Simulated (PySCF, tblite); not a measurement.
C₆H₁₂N (charge +1).
SMILES with atom numbers: `[CH2:1]=[CH:2][CH2:3][C@@H:4]1[CH2:5][CH2:6][NH2+:7]1` (hydrogens: H8, H9 on C1; H10 on C2; H11, H12 on C3; H13 on C4; H14, H15 on C5; H16, H17 on C6; H18, H19 on N7)
Bond orders are those of one Lewis drawing.

Computed with GFN2-xTB (tblite), gas phase: nudged elastic band of 9 images (0 to 8), spring 0.2 eV/Å², climbing image at the end, force threshold 0.05 eV/Å. No saddle search or frequency run followed, so the top image need not be a first-order saddle, and its height can exceed the method's true barrier by a kcal/mol or more.

Path: rotation about C3–C4 (allylic carbon, sp3 carbon bound to nitrogen), followed by the dihedral C2–C3–C4–N7.

Image 0 (start, dihedral -45°):
```
atom  x, y, z in Å
C1     -2.191    0.995    0.147
C2     -1.669   -0.204    0.357
C3     -0.921   -0.968   -0.700
C4      0.569   -0.644   -0.656
C5      1.333   -0.891    0.655
C6      1.742    0.584    0.630
N7      0.815    0.835   -0.511
H8     -2.711    1.530    0.923
H9     -2.205    1.458   -0.830
H10    -1.734   -0.663    1.333
H11    -1.310   -0.714   -1.688
H12    -1.043   -2.041   -0.554
H13     1.080   -1.042   -1.533
H14     2.148   -1.605    0.592
H15     0.694   -1.158    1.491
H16     2.780    0.752    0.350
H17     1.505    1.173    1.514
H18    -0.083    1.273   -0.214
H19     1.193    1.341   -1.315
```

Image 8 (end, +0.088 eV, dihedral 66°):
```
atom  x, y, z in Å
C1     -2.878    0.586   -1.040
C2     -1.974    0.471   -0.087
C3     -0.964   -0.643   -0.018
C4      0.432   -0.143   -0.339
C5      1.629   -1.073   -0.085
C6      2.268    0.064    0.717
N7      0.982    0.824    0.688
H8     -3.585    1.397   -1.054
H9     -2.956   -0.130   -1.840
H10    -1.931    1.199    0.714
H11    -1.218   -1.414   -0.748
H12    -0.976   -1.104    0.973
H13     0.453    0.324   -1.325
H14     2.174   -1.398   -0.965
H15     1.375   -1.944    0.514
H16     3.051    0.594    0.178
H17     2.615   -0.171    1.721
H18     0.461    0.761    1.569
H19     1.032    1.809    0.419
```

Task: What do the inner images look like?

Result: 
Image 1: +0.031 eV, dihedral -31°
```
atom  x, y, z in Å
C1     -2.250    1.031   -0.019
C2     -1.691   -0.112    0.356
C3     -0.928   -0.983   -0.605
C4      0.554   -0.604   -0.653
C5      1.425   -0.958    0.562
C6      1.778    0.528    0.674
N7      0.780    0.860   -0.384
H8     -2.795    1.656    0.667
H9     -2.250    1.354   -1.050
H10    -1.748   -0.440    1.384
H11    -1.361   -0.884   -1.602
H12    -0.998   -2.030   -0.311
H13     0.999   -0.904   -1.601
H14     2.260   -1.618    0.350
H15     0.868   -1.355    1.405
H16     2.793    0.766    0.361
H17     1.572    1.009    1.627
H18    -0.122    1.242   -0.012
H19     1.103    1.447   -1.155
```

Image 2: +0.099 eV, dihedral -17°
```
atom  x, y, z in Å
C1     -2.346    1.035   -0.186
C2     -1.728   -0.017    0.333
C3     -0.935   -0.977   -0.514
C4      0.537   -0.559   -0.632
C5      1.507   -1.010    0.472
C6      1.847    0.465    0.703
N7      0.769    0.877   -0.242
H8     -2.917    1.723    0.411
H9     -2.342    1.223   -1.250
H10    -1.773   -0.215    1.395
H11    -1.383   -1.027   -1.507
H12    -0.974   -1.977   -0.083
H13     0.917   -0.754   -1.635
H14     2.331   -1.628    0.131
H15     1.024   -1.500    1.313
H16     2.832    0.755    0.341
H17     1.706    0.847    1.712
H18    -0.112    1.213    0.208
H19     1.032    1.534   -0.979
```

Image 3: +0.163 eV, dihedral -3°
```
atom  x, y, z in Å
C1     -2.432    1.022   -0.351
C2     -1.771    0.072    0.294
C3     -0.943   -0.966   -0.421
C4      0.515   -0.513   -0.601
C5      1.573   -1.049    0.378
C6      1.919    0.403    0.720
N7      0.766    0.884   -0.095
H8     -3.022    1.761    0.160
H9     -2.430    1.079   -1.428
H10    -1.818    0.002    1.373
H11    -1.387   -1.164   -1.396
H12    -0.957   -1.898    0.143
H13     0.825   -0.597   -1.642
H14     2.373   -1.621   -0.080
H15     1.161   -1.621    1.205
H16     2.869    0.743    0.313
H17     1.855    0.685    1.769
H18    -0.074    1.179    0.443
H19     0.968    1.605   -0.790
```

Image 4 (top): +0.199 eV, dihedral 11°
```
atom  x, y, z in Å
C1     -2.506    0.992   -0.515
C2     -1.819    0.152    0.240
C3     -0.950   -0.946   -0.323
C4      0.488   -0.461   -0.561
C5      1.622   -1.076    0.278
C6      1.990    0.341    0.728
N7      0.773    0.885    0.059
H8     -3.115    1.771   -0.092
H9     -2.505    0.919   -1.591
H10    -1.874    0.215    1.320
H11    -1.373   -1.295   -1.264
H12    -0.944   -1.789    0.368
H13     0.720   -0.430   -1.625
H14     2.387   -1.597   -0.290
H15     1.276   -1.725    1.078
H16     2.903    0.730    0.281
H17     2.009    0.522    1.800
H18    -0.006    1.139    0.689
H19     0.917    1.664   -0.588
```

Image 5: +0.193 eV, dihedral 25°
```
atom  x, y, z in Å
C1     -2.574    0.941   -0.669
C2     -1.864    0.223    0.181
C3     -0.955   -0.912   -0.224
C4      0.460   -0.406   -0.515
C5      1.651   -1.092    0.178
C6      2.056    0.280    0.728
N7      0.793    0.880    0.207
H8     -3.206    1.747   -0.337
H9     -2.569    0.743   -1.728
H10    -1.927    0.422    1.245
H11    -1.347   -1.398   -1.117
H12    -0.931   -1.654    0.575
H13     0.613   -0.266   -1.585
H14     2.371   -1.558   -0.486
H15     1.358   -1.809    0.940
H16     2.934    0.712    0.251
H17     2.156    0.361    1.808
H18     0.082    1.084    0.922
H19     0.891    1.711   -0.381
```

Image 6: +0.159 eV, dihedral 39°
```
atom  x, y, z in Å
C1     -2.637    0.867   -0.814
C2     -1.906    0.291    0.121
C3     -0.959   -0.859   -0.125
C4      0.434   -0.341   -0.464
C5      1.660   -1.096    0.077
C6      2.118    0.216    0.722
N7      0.828    0.869    0.354
H8     -3.295    1.687   -0.585
H9     -2.621    0.538   -1.839
H10    -1.977    0.632    1.147
H11    -1.315   -1.467   -0.956
H12    -0.921   -1.492    0.762
H13     0.509   -0.097   -1.525
H14     2.328   -1.505   -0.673
H15     1.409   -1.879    0.789
H16     2.964    0.688    0.225
H17     2.297    0.196    1.795
H18     0.184    1.010    1.140
H19     0.890    1.752   -0.159
```

Image 7: +0.116 eV, dihedral 54°
```
atom  x, y, z in Å
C1     -2.696    0.762   -0.955
C2     -1.953    0.358    0.057
C3     -0.966   -0.780   -0.019
C4      0.408   -0.258   -0.403
C5      1.648   -1.087   -0.030
C6      2.182    0.145    0.709
N7      0.883    0.854    0.507
H8     -3.387    1.579   -0.854
H9     -2.654    0.288   -1.921
H10    -2.038    0.849    1.019
H11    -1.279   -1.501   -0.774
H12    -0.917   -1.297    0.942
H13     0.408    0.092   -1.436
H14     2.252   -1.428   -0.864
H15     1.426   -1.933    0.615
H16     2.999    0.652    0.200
H17     2.440    0.011    1.757
H18     0.309    0.917    1.354
H19     0.928    1.786    0.088
```

The largest changes of bonds and angles from start to top: C3–C4 1.526 → 1.536 Å, N7–H18 1.042 → 1.033 Å, C2–C3 1.503 → 1.509 Å, C4–N7 1.506 → 1.510 Å, C6–N7–H18 112.8 → 115.5°, H18–N7–H19 109.6 → 107.8°, C4–N7–H18 107.4 → 109.1°. GFN2-xTB torsional profiles can miss by a kcal/mol or more and can put conformers in the wrong order.

Other torsions move too; by image: C1–C2–C3–C4 (90, 89, 90, 90, 90, 90, 90, 91, 109°).

Task: What do single points at PBE0/pcSseg-1 (PySCF, no dispersion term) give on some images?

Result: 
| image | GFN2-xTB E (eV) | DFT E (eV) | HOMO (eV) | LUMO (eV) |
| --- | --- | --- | --- | --- |
| 0 | 0.000 | 0.000 | -12.28 | -4.52 |
| 2 | 0.099 | 0.125 | -12.30 | -4.55 |
| 4 | 0.199 | 0.233 | -12.06 | -4.48 |
| 6 | 0.159 | 0.163 | -11.78 | -4.39 |
| 8 | 0.088 | 0.090 | -11.47 | -4.36 |

Energies count from image 0 at each level. At the GFN2-xTB top the DFT energy is 5.4 kcal/mol against 4.6; the geometries weren't optimised at the DFT level.

The cost below is that of the whole band run. The run took 3.4 s on Arm Neoverse V1, one thread, shared host with 32 logical CPUs at a one-minute load of 11, and the process peaked at 0.18 GiB of memory.
